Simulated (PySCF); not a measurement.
# Spinor energies of Nd(23+) (neodymium, charge +23)

Start: [Kr] 4d1; 4d5/2 filled at m_j = +5/2. Calculated with PySCF 2.14 in an uncontracted even-tempered set (17 s from 1.7 bohr⁻², ratio 2.8; 14 p from 2.2 bohr⁻², ratio 2.8; 9 d from 2.2 bohr⁻², ratio 2.8; 4 f from 7.6 bohr⁻², ratio 3): generalised Hartree-Fock with the X2C-1e Hamiltonian and a Gaussian nucleus; one run each with spin-orbit coupling (SO) screened by Boettger's factors, then bare. This is a chosen level, not necessarily the ground level.

| spinor shell | electrons | ε, screened SO (eV) | ε, bare SO (eV) | weight of nominal j (bare SO) | rms radius, bare SO (bohr) |
| --- | --- | --- | --- | --- | --- |
| 1s1/2 | 2 | -44469.2 | -44468.7 | 1.000 | 0.0269 |
| 2s1/2 | 2 | -7884.0 | -7883.8 | 1.000 | 0.109 |
| 2p1/2 | 2 | -7481.9 | -7496.0 | 1.000 | 0.0936 |
| 2p3/2 | 4 | -6957.9 | -6952.6 | 1.000 | 0.0998 |
| 3s1/2 | 2 | -2271.3 | -2271.2 | 1.000 | 0.282 |
| 3p1/2 | 2 | -2100.1 | -2103.0 | 1.000 | 0.272 |
| 3p3/2 | 4 | -1991.1 | -1990.0 | 1.000 | 0.285 |
| 3d3/2 | 4 | -1696.3 | -1699.2 | 1.000 | 0.256 |
| 3d5/2 | 6 | -1673.6 | -1671.8 | 1.000 | 0.260 |
| 4s1/2 | 2 | -924.99 | -924.99 | 1.000 | 0.599 |
| 4p1/2 | 2 | -848.50 | -849.30 | 0.997 | 0.611 |
| 4p3/2 | 4 | -820.53 | -820.23 | 0.999 | 0.635 |
| 4d5/2 | 1 | -708.85 | -708.38 | 1.000 | 0.645 |

```json
{"quantity": "E (hartree)", "screened SO": "-9389.84570", "bare SO": "-9390.20463"}
{"quantity": "M_J", "screened SO": "5/2", "bare SO": "5/2"}
{"quantity": "⟨J²⟩", "screened SO": "8.753", "bare SO": "8.753"}
{"quantity": "⟨L²⟩", "screened SO": "6.034", "bare SO": "6.037"}
{"quantity": "⟨S²⟩", "screened SO": "0.783", "bare SO": "0.785"}
```

Each row is a mean over spinors that exchange with the open shell spreads, by up to 10.971 eV (4p3/2).

Breit and QED terms are absent; they matter most for the inner s and p1/2 levels.

Densities and radii are taken from the X2C orbitals without a picture-change correction, which distorts them close to the nucleus.
